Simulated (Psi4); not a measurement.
O$_{2}$Si, charge +1, doublet, at a GFN2-xTB geometry (a state made from the parent by changing its charge; the spin is typed, not shown lowest); CAM-B3LYP/def2-TZVP (Psi4).

Here is a job for Psi4.
```
memory 2 GB

molecule {
1 2
  O    -1.48961561    0.17688023   -0.04245102
  Si   -0.00491603   -0.05453814    0.03992787
  O     1.49821866   -0.08143848   -0.02742276
}

set basis def2-tzvp
set reference uks

energy('cam-b3lyp')
print_variables()
```

What the program printed (banner, timings and long lists left out):

```
   => Loading Basis Set <=

    Name: DEF2-TZVP
    Role: ORBITAL
    Keyword: BASIS

         ---------------------------------------------------------
                                   SCF
               by Justin Turney, Rob Parrish, Andy Simmonett
                          and Daniel G. A. Smith
                              UKS Reference
         ---------------------------------------------------------

  ==> Geometry <==

    Molecular point group: cs
    Full point group: Cs

    Geometry (in Angstrom), charge = 1, multiplicity = 2:

       Center              X                  Y                   Z               Mass
    ------------   -----------------  -----------------  -----------------  -----------------
         O            0.168019030233     1.491244806786     0.000000000000    15.994914619570
         SI          -0.067607328996     0.004922565420     0.000000000000    27.976926534650
         O           -0.049766115384    -1.499854934091     0.000000000000    15.994914619570

  Running in cs symmetry.

  Rotational constants: A =     69.95423  B =      0.23436  C =      0.23358 [cm^-1]
  Rotational constants: A = 2097175.11189  B =   7025.98421  C =   7002.52426 [MHz]
  Nuclear repulsion =   90.060180323097072

  Charge       = 1
  Multiplicity = 2
  Electrons    = 29
  Nalpha       = 15
  Nbeta        = 14

  ==> Algorithm <==

  SCF Algorithm Type is DF.
  DIIS enabled.
  MOM disabled.
  Fractional occupation disabled.
  Guess Type is SAD.
  Energy threshold   = 1.00e-06
  Density threshold  = 1.00e-06
  Integral threshold = 1.00e-12

  ==> Primary Basis <==

  Basis Set: DEF2-TZVP
    Blend: DEF2-TZVP
    Number of shells: 35
    Number of basis functions: 99
    Number of Cartesian functions: 114
    Spherical Harmonics?: true
    Max angular momentum: 3

  ==> DFT Potential <==

   => LibXC <=

    Version 7.1.2
    S. Lehtola, C. Steigemann, M. J. T. Oliveira, and M. A. L. Marques,  SoftwareX 7, 1–5 (2018) (10.1016/j.softx.2017.11.002)

   => Composite Functional: CAM-B3LYP <=

    CAM-B3LYP Hyb-GGA Exchange-Correlation Functional

    T. Yanai, D. P. Tew, and N. C. Handy,  Chem. Phys. Lett. 393, 51 (2004) (10.1016/j.cplett.2004.06.011)

    Deriv               =              1
    GGA                 =           TRUE
    Meta                =          FALSE

    Exchange Hybrid     =           TRUE
    MP2 Hybrid          =          FALSE

   => Exchange Functionals <=

    0.3500         Becke 88 [omega = 0.3300]
    0.4600   Short-range recipe for B88 functional - erf [omega = 0.3300]

   => Exact (HF) Exchange <=

    0.4600            HF,LR [omega = 0.3300]
    0.1900               HF

   => Correlation Functionals <=

    0.1900   Vosko, Wilk & Nusair (VWN5)
    0.8100   Lee, Yang & Parr

   => LibXC Density Thresholds  <==

    XC_HYB_GGA_XC_CAM_B3LYP:  1.00E-14

   => Molecular Quadrature <=

    Radial Scheme          =       TREUTLER
    Pruning Scheme         =           NONE
    Nuclear Scheme         =       TREUTLER

    Blocking Scheme        =         OCTREE
    BS radius alpha        =              1
    Pruning alpha          =              1
    Radial Points          =             75
    Spherical Points       =            302
    Total Points           =          65298
    Total Blocks           =            572
    Max Points             =            256
    Max Functions          =             97
    Weights Tolerance      =       1.00E-15

   => Loading Basis Set <=

    Name: (DEF2-TZVP AUX)
    Role: JKFIT
    Keyword: DF_BASIS_SCF

  ==> Integral Setup <==

  SCF_SUBTYPE=INCORE selected. In-core MEM_DF algorithm will be used.
  Using in-core AOs.

  ==> MemDFJK: Density-Fitted J/K Matrices <==

    J tasked:                   Yes
    K tasked:                   Yes
    wK tasked:                  Yes
    Omega:                3.300E-01
    Algorithm:                 Core
    Schwarz Cutoff:           1E-12
    Mask sparsity (%):       2.2651
    Fitting Condition:        1E-10

   => Auxiliary Basis Set <=

  Basis Set: (DEF2-TZVP AUX)
    Blend: DEF2-UNIVERSAL-JKFIT
    Number of shells: 88
    Number of basis functions: 282
    Number of Cartesian functions: 341
    Spherical Harmonics?: true
    Max angular momentum: 4

  Minimum eigenvalue in the overlap matrix is 1.0565551757E-03.
  Reciprocal condition number of the overlap matrix is 2.4003224780E-04.
    Using symmetric orthogonalization.

  ==> Pre-Iterations <==

  SCF Guess: Superposition of Atomic Densities via on-the-fly atomic UHF (no occupation information).

   -------------------------
    Irrep   Nso     Nmo
   -------------------------
     A'        67      67
     A"        32      32
   -------------------------
    Total      99      99
   -------------------------

  ==> Iterations <==

                           Total Energy        Delta E     RMS |[F,P]|

   @DF-UKS iter SAD:  -439.14962397132444   -4.39150e+02   0.00000e+00
   @DF-UKS iter   1:  -439.32050263883411   -1.70879e-01   9.44060e-03 ADIIS/DIIS
   @DF-UKS iter   2:  -439.00731206159350    3.13191e-01   1.55845e-02 ADIIS/DIIS
   @DF-UKS iter   3:  -439.51504056424596   -5.07729e-01   7.84108e-04 ADIIS/DIIS
   @DF-UKS iter   4:  -439.51617177694260   -1.13121e-03   2.47571e-04 ADIIS/DIIS
   @DF-UKS iter   5:  -439.51657953363673   -4.07757e-04   9.69472e-05 DIIS
   @DF-UKS iter   6:  -439.51672634941508   -1.46816e-04   3.09322e-05 DIIS
   @DF-UKS iter   7:  -439.51674695524525   -2.06058e-05   1.60689e-05 DIIS
   @DF-UKS iter   8:  -439.51675507221495   -8.11697e-06   1.18823e-05 DIIS
   @DF-UKS iter   9:  -439.51676207181845   -6.99960e-06   9.83036e-06 DIIS
   @DF-UKS iter  10:  -439.51676434685095   -2.27503e-06   9.44988e-06 DIIS
   @DF-UKS iter  11:  -439.51676757227006   -3.22542e-06   3.03928e-06 DIIS
   @DF-UKS iter  12:  -439.51676824134501   -6.69075e-07   4.46232e-07 DIIS
  Energy and wave function converged.

  ==> Post-Iterations <==

   Electrons on quadrature grid:
      Nalpha   =   15.0000004421 ; deviation = 4.421e-07
      Nbeta    =   14.0000023657 ; deviation = 2.366e-06
      Ntotal   =   29.0000028078 ; deviation = 2.808e-06

   @Spin Contamination Metric:   5.731162961E-02
   @S^2 Expected:                7.500000000E-01
   @S^2 Observed:                8.073116296E-01
   @S   Expected:                5.000000000E-01
   @S   Observed:                5.000000000E-01

    Orbital Energies [Eh]
    ---------------------

    Alpha Occupied:

[...]
    Alpha Virtual:

[...]
    Beta Occupied:

[...]
    Beta Virtual:

[...]
      67Ap    43.447598

    Final Occupation by Irrep:
             Ap   App
    DOCC [    11,    3 ]
    SOCC [     1,    0 ]
    NA   [    12,    3 ]
    NB   [    11,    3 ]

  @DF-UKS Final Energy:  -439.51676824134501

   => Energetics <=

    Nuclear Repulsion Energy =             90.0601803230970717
    One-Electron Energy =                -777.6238444016169069
    Two-Electron Energy =                 276.5163051088640600
    DFT Exchange-Correlation Energy =     -28.4694092716892051
    Empirical Dispersion Energy =           0.0000000000000000
    VV10 Nonlocal Energy =                  0.0000000000000000
    Total Energy =                       -439.5167682413450052

  UHF NO Occupations:
  HONO-2 :   10 Ap 1.9993156
  HONO-1 :   11 Ap 1.9728104
  HONO-0 :   12 Ap 1.0000000
  LUNO+0 :   13 Ap 0.0271896
  LUNO+1 :   14 Ap 0.0006844
  LUNO+2 :    4App 0.0005762
  LUNO+3 :   15 Ap 0.0002083

Computation Completed

Properties will be evaluated at   0.000000,   0.000000,   0.000000 [a0]

Properties computed using the SCF density matrix

 Multipole Moments:

 ------------------------------------------------------------------------------------
     Multipole            Electronic (a.u.)      Nuclear  (a.u.)        Total (a.u.)
 ------------------------------------------------------------------------------------

 L = 1.  Multiply by 2.5417464519 to convert [e a0] to [Debye]
 Dipole X            :         -0.2732291           -0.0009057           -0.2741348
 Dipole Y            :          0.0198940            0.0000659            0.0199600
 Dipole Z            :          0.0000000            0.0000000            0.0000000
 Magnitude           :                                                    0.2748605

 ------------------------------------------------------------------------------------

  Variable Map:
  ----------------------------------------------------------------------------
[...]
  Array Variable Map:
  ----------------------------------------------------------------------------
[...]
[...]
```
